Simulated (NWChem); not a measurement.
C$_{2}$H$_{2}$F$_{3}$O$_{2}$ cation; SMILES FC(F)(C([OH2+])=O)F

```xyz
9

O     -1.3213    -1.4686    -0.0122
C     -0.3630    -0.8352    -0.0242
O      0.9971    -1.5997     0.0159
C     -0.0341     0.6851     0.0025
F      0.0284     1.0627     1.2521
F      1.1487     0.8495    -0.5825
F     -0.9640     1.3156    -0.6465
H      0.9562    -2.5759    -0.0771
H      1.8172    -1.1839    -0.3273
```
Atoms are numbered in this order, from 1.

Level: PBE0/def2-SVP (NWChem), optimised geometry, unscaled harmonic frequencies. 

```
frequency (cm⁻¹)  IR intensity (km/mol)
----------------  ---------------------
40                                  9.4
213                                 3.6
242                                20.8
334                                35.6
364                                82.0
388                               191.4
421                                48.3
466                                47.1
518                                29.3
580                                14.6
687                               106.5
725                                17.2
820                                18.3
1002                              138.9
1246                              261.9
1306                              284.1
1377                              306.8
1552                              130.3
2159                              184.8
3608                              303.1
3728                              450.1
```

The zero-point energy is 31.1 kcal/mol. The thermal correction to the enthalpy at 298.15 K (with zero-point energy) is 36.1 kcal/mol, the heat capacity Cv is 24.4 cal/(mol K) and the entropy at 298.15 K and 1 atm (symmetry number 1) is 83.6 cal/(mol K).

Rigid rotor and harmonic oscillator; modes under 100 cm⁻¹ make the entropy uncertain.
